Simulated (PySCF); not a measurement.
A species of formula C3H7FSSi has this rotational fingerprint, computed with wB97X-D/def2-SVPD in PySCF (dipole) on a GFN2-xTB geometry, gas phase:

* Rotational constants: A = 8951, B = 829.6, C = 769.5 MHz
* Dipole components: |μa| = 2.52 D, |μb| = 0.31 D, |μc| = 0.00 D
* Inertial defect: -8.93 u·Å²
* κ: -0.99

Question: Which structure is it? (One computed conformer of each.)
A. `[CH3:1][SiH2:2][S:3]/[CH:4]=[CH:5]/[F:6]` with C1–Si2–S3–C4 180°, Si2–S3–C4–C5 180°
B. `[CH2:1]=[C:2]([CH2:3][F:4])[S:5][SiH3:6]` with C1–C2–C3–F4 0°, C1–C2–S5–Si6 -9°

Answer: A. It is C[SiH2]S/C=C/F, a near-prolate asymmetric top, point group Cs. The candidates at the same level (rigid rotor, commonest isotopes):

```csv
SMILES,A (MHz),B (MHz),C (MHz),μa (D),μb (D),μc (D),Δ (u·Å²),point group,rotor
C=C(CF)S[SiH3],6085,1104,953.2,1.79,0.33,0.11,-10.79,near Cs,near-prolate asymmetric top
C[SiH2]S/C=C/F,8951,829.6,769.5,2.52,0.31,0.00,-8.93,Cs,near-prolate asymmetric top
```

`C=C(CF)S[SiH3]` has B 33 % too high. In the right answer the mirror of this Cs structure is the ab plane, so μc vanishes by symmetry. No structure here is proved a minimum.
